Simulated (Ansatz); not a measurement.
`B[Si](O)(F)F` + CH₃OH → `BOC` + `O[SiH](F)F` at 500 K and 1 bar (cleavage of the B–Si bond).

Calculated with Ansatz (gas phase, PBE0-D4/def2-TZVP geometries, no zero-point term in ΔE). CCSD(T)/CBS is the MP2 limit (def2-TZVPP, def2-QZVPP) plus CCSD(T) − MP2 in def2-TZVPP, frozen cores. This one scheme is used for every species. One conformer a species, not always the lowest.

| species | CCSD(T)/CBS energy (Eh) | H − E (kJ/mol) | S (J/(mol·K)) |
| --- | --- | --- | --- |
| `B[Si](O)(F)F` | -590.59738 | 151.5 | 403.3 |
| CH₃OH | -115.61712 | 157.0 | 265.4 |
| `BOC` | -141.04597 | 196.3 | 305.9 |
| `O[SiH](F)F` | -565.23707 | 109.1 | 341.1 |

H − E and S are ideal-gas, rigid-rotor, harmonic terms from PBE0-D4/def2-TZVP, for one conformer and one mirror image of each species. 1 Eh = 2625.50 kJ/mol, R = 8.31446 J/(mol·K).

Q: By hand: ΔE, ΔH, ΔS and ΔG.

A: ΔE = (-141.04597) + (-565.23707) − (-590.59738) − (-115.61712) = -0.06854 Eh = -180.0 kJ/mol. Δ(H − E) = 196.3 + 109.1 − 151.5 − 157.0 = -3.1, so ΔH = -183.1 kJ/mol. ΔS = 305.9 + 341.1 − 403.3 − 265.4 = -21.7 J/(mol·K). ΔG = -183.1 − 500 × (-21.7)/1000 = -172.2 kJ/mol.

Q: By hand: the equilibrium constant, and the temperature at which ΔG would vanish if ΔH and ΔS stayed fixed.

A: log₁₀ K = −ΔG/(RT ln 10) = 18.0. ΔG = 0 at ΔH/ΔS = 8438 K, far beyond where these terms or the molecules hold.

ΔH outweighs TΔS. A doubt of 5 kJ/mol in ΔE shifts log₁₀ K by 0.5 here. Other conformers and mirror images would add mixing entropy, several J/(mol·K) or more a flexible species. These are equilibria of isolated gas molecules and say nothing of rates. Largest T1 diagnostic: 0.014 (customary marks: 0.02 for closed shells, 0.045 for open ones).
